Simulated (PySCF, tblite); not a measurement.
Isomers of C2H4F3OSi (doublet state), one GFN2-xTB conformer each. Single-point energies are computed at B3LYP/pcH-1 (PySCF, gas phase, no added dispersion term), electronic only. GFN2-xTB treats the open shell by occupation alone, and not every SCF solution was tested for stability.

```json
{"SMILES": "O[SiH]CC(F)(F)F", "GFN2-xTB relative energy (kcal/mol)": "0.0"}
{"SMILES": "O[SiH2][CH]C(F)(F)F", "GFN2-xTB relative energy (kcal/mol)": "11.7"}
```

Conformers: `[OH:1][SiH:2][CH2:3][C:4]([F:5])([F:6])[F:7]` (doublet state) with H–O1–Si2–C3 54°, O1–Si2–C3–C4 -67°; `[OH:1][SiH2:2][CH:3][C:4]([F:5])([F:6])[F:7]` (doublet state) with H–O1–Si2–C3 -42°, O1–Si2–C3–C4 2°.

Question: What does B3LYP/pcH-1 give for the same structures?

Answer: 
| SMILES | B3LYP/pcH-1 E (Eh) | B3LYP/pcH-1 (kcal/mol) | GFN2-xTB (kcal/mol) | point group |
| --- | --- | --- | --- | --- |
| O[SiH]CC(F)(F)F | -742.90615 | 0.0 | 0.0 | C1 |
| O[SiH2][CH]C(F)(F)F | -742.89343 | 8.0 | 11.7 | C1 |

Both levels put the same isomer lowest. 

Question: What happens when harmonic zero-point energies from GFN2-xTB frequencies are added?

Answer: 
```tsv
SMILES	ZPE (kcal/mol)	electronic (kcal/mol)	with ZPE (kcal/mol)
O[SiH]CC(F)(F)F	38.7	0.0	0.0
O[SiH2][CH]C(F)(F)F	35.6	8.0	4.9
```

The zero-point energies span 3.1 kcal/mol. The order is unchanged.
